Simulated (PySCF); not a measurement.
C₂H₇O, SMILES C([OH2+])C, charge +1. Geometry: B3LYP-D3(BJ)/def2-TZVP. The isomer is the one that the SMILES or the coordinates give; other isomers of the formula were not compared.

The numbers are results of B3LYP-D3(BJ)/def2-TZVP in PySCF, not measurements.

Harmonic wavenumbers (cm⁻¹): 176, 264, 368, 643, 712, 799, 915, 951, 1119, 1224, 1315, 1382, 1421, 1477, 1493, 1501, 1664, 3040, 3101, 3123, 3123, 3191, 3630, 3711. Rotational constants (GHz): 30.32, 8.299, 7.370; symmetry number 1.

### Question
Work out the zero-point energy and the ideal-gas rigid-rotor harmonic-oscillator thermochemistry at 298.15 K and 1 atm.

### Answer
ZPE = ½ Σ hcν = ½ × 40345 cm⁻¹ = 241.31 kJ/mol. H − E(el) = 256.24 kJ/mol. Entropy in J/(mol K): translation 156.78, rotation 94.88, vibration 26.85, total 278.51. G − E(el) = 173.20 kJ/mol. Cp = 73.19 J/(mol K).
